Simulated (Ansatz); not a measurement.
Cost and result for the atomization energy of `[GeH3][CH]1N[SiH2]1` (11 atoms, 11 bonds).

```xyz
11

Ge   -0.646    1.619   -0.028
C     0.463    0.062    0.328
N     0.862   -0.717   -0.899
Si   -0.083   -1.679    0.179
H    -1.181    2.194    1.297
H     0.160    2.712   -0.758
H    -1.829    1.197   -0.915
H     1.248    0.224    1.069
H     1.857   -0.841   -1.024
H     0.573   -2.687    1.042
H    -1.424   -2.083   -0.291
```

Charge 0, multiplicity 1. Correlated methods include outer-core shells of Ge, which these sets cover unevenly. Scalar relativity is left out up to krypton. All single points use the PBE0-D4/def2-TZVP geometry. Program: Ansatz. All runs use 4 threads of an Arm Neoverse V2 on a shared host. Times are those of one run each, without the atoms' runs, and a repeat can differ threefold. Electronic energies, without spin–orbit coupling; frozen cores. CCSD(T)/CBS adds CCSD(T) − MP2 in def2-TZVPP to the MP2 limit, and its time is that of the two runs behind it. T1 = 0.012. With those shells the extrapolation isn't a true limit. HSE06 is the plane-wave form, built on full-range PBE exchange.

CCSD(T)/CBS is a level of theory with its own doubt, some kJ/mol a heavy atom from the limit and from the frozen cores, so smaller differences don't rank the functionals.

```tsv
level	functions	wall time
LDA (SPW92)/def2-TZVPP	250	1.2 s
revPBE-D4/def2-TZVPP	250	1.9 s
PBE0-D4/def2-TZVPP	250	3 s
HSE06-D4/def2-TZVPP	250	3.2 s
CAM-B3LYP-D4/def2-TZVPP	250	3.5 s
r2SCAN-D4/def2-TZVPP (with forces)	250	4.8 s
r2SCANh-D4/def2-TZVPP	250	5.5 s
PBE-QIDH/def2-TZVPP	250	5.5 s
CCSD(T)/def2-SVP	113	6 s
ωB97X-V/def2-TZVPP	250	7.5 s
MP2/def2-QZVPP	483	24 s
CCSD(T)/def2-TZVPP	250	2.7 min
CCSD(T)/CBS(def2)	–	3.1 min
```

(1) What atomization energy does each give, and how far from CCSD(T)/CBS? (Estimate.)

Answers

(1) Ansatz gave: 
```csv
level,atomization (kcal/mol),difference from CCSD(T)/CBS,per bond
LDA (SPW92)/def2-TZVPP,942.2,114.5,10.4
revPBE-D4/def2-TZVPP,815.3,-12.4,-1.1
PBE0-D4/def2-TZVPP,821.9,-5.8,-0.5
HSE06-D4/def2-TZVPP,822.2,-5.5,-0.5
CAM-B3LYP-D4/def2-TZVPP,828.3,0.6,0.1
r2SCAN-D4/def2-TZVPP (with forces),825.4,-2.3,-0.2
r2SCANh-D4/def2-TZVPP,820.8,-6.9,-0.6
PBE-QIDH/def2-TZVPP,817.5,-10.2,-0.9
CCSD(T)/def2-SVP,767.4,-60.3,-5.5
ωB97X-V/def2-TZVPP,833.0,5.3,0.5
MP2/def2-QZVPP,821.4,-6.3,-0.6
CCSD(T)/def2-TZVPP,805.6,-22.1,-2.0
CCSD(T)/CBS(def2),827.7,0.0,0.0
```

In def2-TZVPP, CCSD(T) changes the Hartree–Fock value by +227.7 kcal/mol (the triples alone add +12.5 kcal/mol) and MP2 by +230.4 kcal/mol; breaking electron pairs costs correlation energy, which Hartree–Fock lacks. From BLYP to BHLYP (50 % exact exchange), in def2-TZVPP and without D4, the atomization energy moves by −11.0 kcal/mol: exact exchange takes away binding that semilocal exchange gives to molecules. The D4 term adds +9.2 kcal/mol with B3LYP and +4.8 kcal/mol with PBE0; it sums over pairs of atoms, weighted by their polarisabilities, and B3LYP, whose exchange is more repulsive, gets the larger term.

B3LYP here is the variant with VWN-RPA as its local correlation; programs differ in this.

For some Ge, Se and Sn compounds the MP2-based and the directly extrapolated limit differ by 10 to 25 kJ/mol.
